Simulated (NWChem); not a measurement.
System: C2H6O2Si; SMILES C[SiH2]C(=O)O

The following NWChem deck was run.

```
start job
memory heap 200 mb stack 900 mb global 1100 mb
geometry units angstroms
  C     -2.243705     0.281462     0.368436
  Si    -0.721792    -0.820906     0.146167
  C      0.803105     0.311090    -0.144333
  O      0.824481     1.515724    -0.184616
  O      1.916048    -0.418072    -0.309147
  H     -3.140188    -0.308081     0.536923
  H     -2.121959     0.951977     1.215466
  H     -2.411827     0.899667    -0.509915
  H     -0.818442    -1.690137    -1.030288
  H     -0.420441    -1.618314     1.338728
  H      2.689963     0.154481    -0.456593
end
basis spherical
  * library 6-31g*
end
dft
  xc b3lyp
  iterations 150
end
driver
  maxiter 120
end
task dft optimize
task dft freq
```

Parts of the log:

```
             Northwest Computational Chemistry Package (NWChem) 7.3.0
             --------------------------------------------------------

 CS  symmetry detected

                             Geometry "geometry" -> ""
                             -------------------------

 Output coordinates in angstroms (scale by  1.889725989 to convert to a.u.)

  No.       Tag          Charge          X              Y              Z
 ---- ---------------- ---------- -------------- -------------- --------------
    1 C                    6.0000     0.63677460     2.13634981     0.00000000
    2 Si                  14.0000    -0.69133353     0.78840075     0.00000000
    3 C                    6.0000     0.18663450    -0.92048432     0.00000000
    4 O                    8.0000     1.37290775    -1.13491027     0.00000000
    5 O                    8.0000    -0.70856510    -1.91853276     0.00000000
    6 H                    1.0000     0.19562832     3.12883182     0.00000000
    7 H                    1.0000     1.27676077     2.05634700     0.87517132
    8 H                    1.0000     1.27676077     2.05634700    -0.87517132
    9 H                    1.0000    -1.53038228     0.81936935    -1.20164472
   10 H                    1.0000    -1.53038228     0.81936935     1.20164472
   11 H                    1.0000    -0.26491165    -2.78552370     0.00000000

 Effective nuclear repulsion energy (a.u.)     223.9223403852

      Symmetry information
      --------------------

 Group name             Cs
 Group number              2
 Group order               2
 No. of unique centers     9

                                Z-matrix (autoz)
                                --------

 Units are Angstrom for bonds and degrees for angles

[...]

      ----------------------
      Optimization converged
      ----------------------

  Step       Energy      Delta E   Gmax     Grms     Xrms     Xmax
  ---- ---------------- -------- -------- -------- -------- --------
@    5    -519.77158149 -1.3D-06  0.00013  0.00004  0.00071  0.00163
                                     ok       ok       ok       ok

                                Z-matrix (autoz)
                                --------

 Units are Angstrom for bonds and degrees for angles

      Type          Name      I     J     K     L     M      Value     Gradient
      ----------- --------  ----- ----- ----- ----- ----- ---------- ----------
    1 Stretch                  1     2                       1.87771   -0.00012
    2 Stretch                  1     6                       1.09561    0.00003
    3 Stretch                  1     7                       1.09512    0.00002
    4 Stretch                  1     8                       1.09512    0.00002
    5 Stretch                  2     3                       1.93132    0.00010
    6 Stretch                  2     9                       1.48727    0.00013
    7 Stretch                  2    10                       1.48727    0.00013
    8 Stretch                  3     4                       1.21404    0.00004
    9 Stretch                  3     5                       1.35893   -0.00010
   10 Stretch                  5    11                       0.98021   -0.00003
   11 Bend                     1     2     3               107.90434    0.00000
   12 Bend                     1     2     9               112.39909    0.00000
   13 Bend                     1     2    10               112.39909    0.00000
   14 Bend                     2     1     6               111.20833   -0.00001
   15 Bend                     2     1     7               110.62804    0.00001
   16 Bend                     2     1     8               110.62804    0.00001
   17 Bend                     2     3     4               124.63178   -0.00002
   18 Bend                     2     3     5               113.32693   -0.00003
   19 Bend                     3     2     9               107.65145   -0.00002
   20 Bend                     3     2    10               107.65145   -0.00002
   21 Bend                     3     5    11               106.56120    0.00004
   22 Bend                     4     3     5               122.04129    0.00005
   23 Bend                     6     1     7               108.28885   -0.00000
   24 Bend                     6     1     8               108.28885   -0.00000
   25 Bend                     7     1     8               107.68118   -0.00001
   26 Bend                     9     2    10               108.61916    0.00003
   27 Torsion                  1     2     3     4           0.00000   -0.00000
   28 Torsion                  1     2     3     5         180.00000   -0.00000
   29 Torsion                  2     3     5    11         180.00000    0.00000
   30 Torsion                  3     2     1     6         180.00000   -0.00000
   31 Torsion                  3     2     1     7         -59.61972    0.00000
   32 Torsion                  3     2     1     8          59.61972   -0.00000
   33 Torsion                  4     3     2     9         121.53631   -0.00001
   34 Torsion                  4     3     2    10        -121.53631    0.00001
   35 Torsion                  4     3     5    11           0.00000   -0.00000
   36 Torsion                  5     3     2     9         -58.46369   -0.00001
   37 Torsion                  5     3     2    10          58.46369    0.00001
   38 Torsion                  6     1     2     9          61.45702    0.00002
   39 Torsion                  6     1     2    10         -61.45702   -0.00002
   40 Torsion                  7     1     2     9        -178.16270    0.00002
   41 Torsion                  7     1     2    10          58.92325   -0.00002
   42 Torsion                  8     1     2     9         -58.92325    0.00002
   43 Torsion                  8     1     2    10         178.16270   -0.00002

                         Geometry "geometry" -> "geometry"
                         ---------------------------------

 Output coordinates in angstroms (scale by  1.889725989 to convert to a.u.)

[...]

 Rotational Constants
 --------------------
 A=   0.241871 cm-1  (  0.347990 K)
 B=   0.086659 cm-1  (  0.124680 K)
 C=   0.066059 cm-1  (  0.095042 K)

 Temperature                      =   298.15K
 frequency scaling parameter      =   1.0000

 Zero-Point correction to Energy  =   48.893 kcal/mol  (  0.077916 au)
 Thermal correction to Energy     =   52.793 kcal/mol  (  0.084131 au)
 Thermal correction to Enthalpy   =   53.385 kcal/mol  (  0.085074 au)

 Total Entropy                    =   77.942 cal/mol-K
   - Translational                =   39.387 cal/mol-K (mol. weight =  90.0137)
   - Rotational                   =   26.546 cal/mol-K (symmetry #  =        1)
   - Vibrational                  =   12.010 cal/mol-K

 Cv (constant volume heat capacity) =   21.810 cal/mol-K
   - Translational                  =    2.979 cal/mol-K
   - Rotational                     =    2.979 cal/mol-K
   - Vibrational                    =   15.851 cal/mol-K

[normal modes left out]

 ----------------------------------------------------------------------------
 Normal Eigenvalue ||           Projected Infra Red Intensities
  Mode   [cm**-1]  || [atomic units] [(debye/angs)**2] [(KM/mol)] [arbitrary]
 ------ ---------- || -------------- ----------------- ---------- -----------
    1      -33.163 ||    0.001628           0.038         1.587       0.373
    2       -0.000 ||    0.000002           0.000         0.002       0.001
    3        0.000 ||    0.000100           0.002         0.097       0.023
    4        0.000 ||    0.000000           0.000         0.000       0.000
    5        0.000 ||    0.000059           0.001         0.058       0.014
    6        0.000 ||    0.000202           0.005         0.197       0.046
    7        0.000 ||    0.000041           0.001         0.040       0.009
    8      119.857 ||    0.000008           0.000         0.007       0.002
    9      135.140 ||    0.001959           0.045         1.909       0.449
   10      292.124 ||    0.006184           0.143         6.028       1.417
   11      363.991 ||    0.000404           0.009         0.394       0.093
   12      427.217 ||    0.030097           0.694        29.340       6.897
   13      518.853 ||    0.021568           0.498        21.025       4.943
   14      660.445 ||    0.126537           2.919       123.354      28.999
   15      675.409 ||    0.034619           0.799        33.748       7.934
   16      694.860 ||    0.037179           0.858        36.244       8.520
   17      762.921 ||    0.064876           1.497        63.244      14.868
   18      764.348 ||    0.007231           0.167         7.049       1.657
   19      905.015 ||    0.043285           0.999        42.197       9.920
   20      911.581 ||    0.230974           5.329       225.165      52.933
   21      952.629 ||    0.082165           1.896        80.098      18.830
   22     1153.973 ||    0.202146           4.664       197.062      46.327
   23     1323.234 ||    0.012714           0.293        12.394       2.914
   24     1336.437 ||    0.016208           0.374        15.800       3.714
   25     1489.594 ||    0.004414           0.102         4.303       1.011
   26     1490.520 ||    0.002936           0.068         2.862       0.673
   27     1796.687 ||    0.214569           4.950       209.173      49.174
   28     2249.502 ||    0.102872           2.373       100.284      23.575
   29     2256.091 ||    0.156497           3.611       152.561      35.865
   30     3057.370 ||    0.002416           0.056         2.355       0.554
   31     3133.863 ||    0.006686           0.154         6.518       1.532
   32     3137.755 ||    0.005259           0.121         5.127       1.205
   33     3608.161 ||    0.024124           0.557        23.517       5.529
 ----------------------------------------------------------------------------

 ===============================================================================
      Negative Nuclear Hessian Mode    1  Eigenvalue =    -33.16 cm**(-1)
 -------------------------------------------------------------------------------
   Raw step length:  0.299 angstroms ;  The Raw step for this mode is:
    1 C                    6.0000     0.00000000    -0.00000000    -0.06206269
    2 Si                  14.0000    -0.00000000    -0.00000000     0.03284674
    3 C                    6.0000    -0.00000000     0.00000000     0.00569777
    4 O                    8.0000    -0.00000000     0.00000001     0.05884172
    5 O                    8.0000     0.00000000    -0.00000000    -0.06656995
    6 H                    1.0000     0.00000001    -0.00000000    -0.00461301
    7 H                    1.0000     0.07712445    -0.01871386    -0.11998204
    8 H                    1.0000    -0.07712445     0.01871385    -0.11998204
    9 H                    1.0000    -0.08390973    -0.00740735     0.09289979
   10 H                    1.0000     0.08390973     0.00740735     0.09289979
   11 H                    1.0000     0.00000001     0.00000000    -0.05925840

  Geometry after  100.0% step for mode  1; Step length =  0.299 angstroms
   Maximum component (any atom: x,y, or z) displacement:  0.227
    1 C                    6.0000     0.64114361     2.11594749    -0.06206269
    2 Si                  14.0000    -0.69971274     0.80145603     0.03284674
    3 C                    6.0000     0.16284489    -0.92654308     0.00569777
    4 O                    8.0000     1.36475933    -1.09770761     0.05884172
    5 O                    8.0000    -0.71331118    -1.96530773    -0.06656995
    6 H                    1.0000     0.20913623     3.12278961    -0.00461301
    7 H                    1.0000     1.35663237     1.99718242     0.76419355
    8 H                    1.0000     1.20238347     2.03461013    -1.00415763
    9 H                    1.0000    -1.64827244     0.86648481    -1.11502921
   10 H                    1.0000    -1.48045299     0.88129951     1.30082879
   11 H                    1.0000    -0.17525866    -2.78464756    -0.05925840

  Geometry after -100.0% step for mode  1; Step length =  0.299 angstroms
   Maximum component (any atom: x,y, or z) displacement:  0.227
    1 C                    6.0000     0.64114361     2.11594750     0.06206269
    2 Si                  14.0000    -0.69971273     0.80145603    -0.03284674
    3 C                    6.0000     0.16284489    -0.92654308    -0.00569777
    4 O                    8.0000     1.36475933    -1.09770762    -0.05884172
    5 O                    8.0000    -0.71331118    -1.96530772     0.06656995
    6 H                    1.0000     0.20913621     3.12278961     0.00461301
    7 H                    1.0000     1.20238347     2.03461014     1.00415763
    8 H                    1.0000     1.35663236     1.99718243    -0.76419355
    9 H                    1.0000    -1.48045299     0.88129951    -1.30082879
   10 H                    1.0000    -1.64827245     0.86648481     1.11502921
   11 H                    1.0000    -0.17525867    -2.78464756     0.05925840

  Geometry after   50.0% step for mode  1; Step length =  0.149 angstroms
   Maximum component (any atom: x,y, or z) displacement:  0.113
    1 C                    6.0000     0.64114361     2.11594749    -0.03103135
    2 Si                  14.0000    -0.69971274     0.80145603     0.01642337
    3 C                    6.0000     0.16284489    -0.92654308     0.00284888
    4 O                    8.0000     1.36475933    -1.09770761     0.02942086
    5 O                    8.0000    -0.71331118    -1.96530772    -0.03328498
    6 H                    1.0000     0.20913622     3.12278961    -0.00230650
    7 H                    1.0000     1.31807014     2.00653935     0.82418457
    8 H                    1.0000     1.24094569     2.02525320    -0.94416661
    9 H                    1.0000    -1.60631758     0.87018848    -1.16147911
   10 H                    1.0000    -1.52240785     0.87759583     1.25437890
   11 H                    1.0000    -0.17525866    -2.78464756    -0.02962920

  Geometry after  -50.0% step for mode  1; Step length =  0.149 angstroms
   Maximum component (any atom: x,y, or z) displacement:  0.113
    1 C                    6.0000     0.64114361     2.11594750     0.03103135
    2 Si                  14.0000    -0.69971273     0.80145603    -0.01642337
    3 C                    6.0000     0.16284489    -0.92654308    -0.00284888
    4 O                    8.0000     1.36475933    -1.09770762    -0.02942086
    5 O                    8.0000    -0.71331118    -1.96530772     0.03328498
    6 H                    1.0000     0.20913622     3.12278961     0.00230650
    7 H                    1.0000     1.24094569     2.02525321     0.94416661
    8 H                    1.0000     1.31807014     2.00653936    -0.82418457
    9 H                    1.0000    -1.52240785     0.87759584    -1.25437889
   10 H                    1.0000    -1.60631758     0.87018848     1.16147910
   11 H                    1.0000    -0.17525866    -2.78464756     0.02962920

  Geometry after   88.2% step for mode  1; Step length =  0.263 angstroms
   Maximum component (any atom: x,y, or z) displacement:  0.200
    1 C                    6.0000     0.64114361     2.11594749    -0.05474513
    2 Si                  14.0000    -0.69971274     0.80145603     0.02897392
    3 C                    6.0000     0.16284489    -0.92654308     0.00502597
    4 O                    8.0000     1.36475933    -1.09770761     0.05190393
    5 O                    8.0000    -0.71331118    -1.96530773    -0.05872096
    6 H                    1.0000     0.20913623     3.12278961    -0.00406911
    7 H                    1.0000     1.34753894     1.99938889     0.77834014
    8 H                    1.0000     1.21147690     2.03240365    -0.99001104
    9 H                    1.0000    -1.63837899     0.86735818    -1.12598264
   10 H                    1.0000    -1.49034644     0.88042614     1.28987536
   11 H                    1.0000    -0.17525866    -2.78464756    -0.05227148

  Geometry after  -88.2% step for mode  1; Step length =  0.263 angstroms
   Maximum component (any atom: x,y, or z) displacement:  0.200
    1 C                    6.0000     0.64114361     2.11594750     0.05474513
    2 Si                  14.0000    -0.69971273     0.80145603    -0.02897392
    3 C                    6.0000     0.16284489    -0.92654308    -0.00502597
    4 O                    8.0000     1.36475933    -1.09770762    -0.05190393
    5 O                    8.0000    -0.71331118    -1.96530772     0.05872096
    6 H                    1.0000     0.20913621     3.12278961     0.00406911
    7 H                    1.0000     1.21147689     2.03240367     0.99001104
    8 H                    1.0000     1.34753894     1.99938891    -0.77834014
    9 H                    1.0000    -1.49034644     0.88042614    -1.28987535
   10 H                    1.0000    -1.63837899     0.86735818     1.12598264
   11 H                    1.0000    -0.17525867    -2.78464756     0.05227148

  Geometry after   44.1% step for mode  1; Step length =  0.132 angstroms
   Maximum component (any atom: x,y, or z) displacement:  0.100
    1 C                    6.0000     0.64114361     2.11594749    -0.02737257
    2 Si                  14.0000    -0.69971274     0.80145603     0.01448696
    3 C                    6.0000     0.16284489    -0.92654308     0.00251298
    4 O                    8.0000     1.36475933    -1.09770761     0.02595197
    5 O                    8.0000    -0.71331118    -1.96530772    -0.02936048
    6 H                    1.0000     0.20913622     3.12278961    -0.00203455
    7 H                    1.0000     1.31352343     2.00764259     0.83125787
    8 H                    1.0000     1.24549241     2.02414997    -0.93709331
    9 H                    1.0000    -1.60137085     0.87062517    -1.16695582
   10 H                    1.0000    -1.52735458     0.87715915     1.24890218
   11 H                    1.0000    -0.17525866    -2.78464756    -0.02613574

  Geometry after  -44.1% step for mode  1; Step length =  0.132 angstroms
   Maximum component (any atom: x,y, or z) displacement:  0.100
    1 C                    6.0000     0.64114361     2.11594750     0.02737257
    2 Si                  14.0000    -0.69971273     0.80145603    -0.01448696
    3 C                    6.0000     0.16284489    -0.92654308    -0.00251298
    4 O                    8.0000     1.36475933    -1.09770762    -0.02595197
    5 O                    8.0000    -0.71331118    -1.96530772     0.02936048
    6 H                    1.0000     0.20913622     3.12278961     0.00203455
    7 H                    1.0000     1.24549240     2.02414997     0.93709332
    8 H                    1.0000     1.31352343     2.00764259    -0.83125787
    9 H                    1.0000    -1.52735458     0.87715915    -1.24890218
   10 H                    1.0000    -1.60137085     0.87062517     1.16695582
   11 H                    1.0000    -0.17525866    -2.78464756     0.02613574
```

Level: B3LYP/6-31G* (spherical d). B3LYP is NWChem's, with the RPA form of VWN correlation. The optimisation ended at a saddle point (imaginary frequency).
